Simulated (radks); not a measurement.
Values are calculated unless marked as measured or tabulated.
Species: Lu II. Configuration: [Kr] 4d10 4f14 5p6 6s2 6p2 (not the ground configuration). Code: a radial shooting solver on a logarithmic mesh with Libxc functionals. Model: scalar-relativistic Kohn-Sham, BLYP, spin-unpolarised, spherical densities, point nucleus.

X-ray form factor f0, the Fourier transform of the density (f0(0) = 70):

sin(theta)/lambda (1/angstrom),f0 (electrons)
0.05,68.723
0.1,65.705
0.15,62.282
0.2,59.045
0.25,55.969
0.3,52.937
0.4,46.991
0.5,41.553
0.6,36.838
0.8,29.352
1,23.934
1.25,19.463
1.5,16.716
2,13.218
